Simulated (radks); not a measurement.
Q: All-electron atom: W IV in [Kr] 4d10 4f14 5s2 5p4 5d3 6p2 (not the ground configuration). All-electron calculation, Dirac Kohn-Sham, PW91, spin-unpolarised, spherical densities, finite nucleus; open shells fill j = l - 1/2 first; Fermi nuclear charge, rms radius 5.3658 fm. Program: a radial shooting solver on a logarithmic mesh with Libxc functionals. Some entries of the table are withheld. Estimate them.

| orbital | occ. | eigenvalue (hartree) | <1/r> (bohr^-1) | <r> (bohr) |
|---|---|---|---|---|
| 1s1/2 | 2 | -2551.241 | 87.04 | 0.01835 |
| 2s1/2 | 2 | -441.4104 | 21.18 | 0.07695 |
| 2p1/2 | 2 | (1) | 21.16 | 0.06365 |
| 2p3/2 | 4 | (2) | 17.77 | 0.07160 |
| 3s1/2 | 2 | -102.8861 | 7.776 | 0.2006 |
| 3p1/2 | 2 | -94.34921 | 7.693 | 0.1905 |
| 3p3/2 | 4 | -83.59632 | 6.818 | 0.2053 |
| 3d3/2 | 4 | -69.17838 | 6.711 | 0.1796 |
| 3d5/2 | 6 | -66.83957 | 6.505 | 0.1842 |
| 4s1/2 | 2 | -22.49813 | 3.267 | 0.4495 |
| 4p1/2 | 2 | (3) | 3.158 | 0.4546 |
| 4p3/2 | 4 | (4) | 2.853 | 0.4878 |
| 4d3/2 | 4 | -10.62860 | 2.638 | 0.5046 |
| 4d5/2 | 6 | -10.16934 | 2.566 | 0.5160 |
| 5s1/2 | 2 | -4.43571 | 1.288 | 1.049 |
| 5p1/2 | 2 | -3.35443 | 1.169 | (5) |
| 5p3/2 | 2 | -2.96182 | 1.068 | (6) |
| 4f5/2 | 6 | -2.86336 | 2.113 | 0.5954 |
| 4f7/2 | 8 | -2.78023 | 2.083 | 0.6042 |
| 5d3/2 | 3 | -1.49345 | 0.8104 | 1.591 |
| 5d5/2 | 0 | -1.44926 | 0.7899 | 1.628 |
| 6p1/2 | 2 | -0.95405 | (7) | 2.782 |
| 6p3/2 | 0 | -0.88715 | (8) | 2.956 |

A: 
(1) 2p1/2 eigenvalue (hartree): -422.3013
(2) 2p3/2 eigenvalue (hartree): -372.5743
(3) 4p1/2 eigenvalue (hartree): -18.95323
(4) 4p3/2 eigenvalue (hartree): -16.46144
(5) 5p1/2 <r> (bohr): 1.141
(6) 5p3/2 <r> (bohr): 1.230
(7) 6p1/2 <1/r> (bohr^-1): 0.4616
(8) 6p3/2 <1/r> (bohr^-1): 0.4325
